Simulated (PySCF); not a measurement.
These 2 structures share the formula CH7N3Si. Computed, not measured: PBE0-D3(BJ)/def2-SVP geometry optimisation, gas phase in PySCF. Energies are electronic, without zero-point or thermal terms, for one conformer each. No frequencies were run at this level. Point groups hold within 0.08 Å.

Question: Order them by energy at this level, lowest first, and give relative energies in kcal/mol.
A. `[H]/[N:1]=[CH:2]\[SiH:3]([NH2:4])[NH2:5]` with N1–C2–Si3–N4 22°, C2–Si3–N4–H -163° and 57°, C2–Si3–N5–H 45° and -102°
B. `[CH2:1]=[N:2][SiH:3]([NH2:4])[NH2:5]` with C1–N2–Si3–N4 -8°, N2–Si3–N4–H -54° and 166°, N2–Si3–N5–H 80° and -60°

Answer: B (0.0), A (10.8).

As drawn, the higher has an Si–C bond, which the lower lacks.

```tsv
SMILES	E (Eh)	E rel (kcal/mol)	dipole (D)	point group	A, B, C (MHz)
C=N[SiH](N)N	-495.51469	0.0	1.68	C1	5901, 3132, 2391
[H]/N=C\[SiH](N)N	-495.49748	10.8	2.74	C1	5666, 2976, 2353
```

How do the relative energies change in single points at PBE0/pcSseg-1 (no added dispersion term) on the same geometries?

```json
{"SMILES": "C=N[SiH](N)N", "PBE0-D3(BJ)/def2-SVP (kcal/mol)": "0.0", "PBE0/pcSseg-1 (kcal/mol)": "0.0", "shift": "0.0"}
{"SMILES": "[H]/N=C\\[SiH](N)N", "PBE0-D3(BJ)/def2-SVP (kcal/mol)": "10.8", "PBE0/pcSseg-1 (kcal/mol)": "10.8", "shift": "0.0"}
```

Each column counts from its own lowest isomer. The order is unchanged; the largest shift is 0.0 kcal/mol.
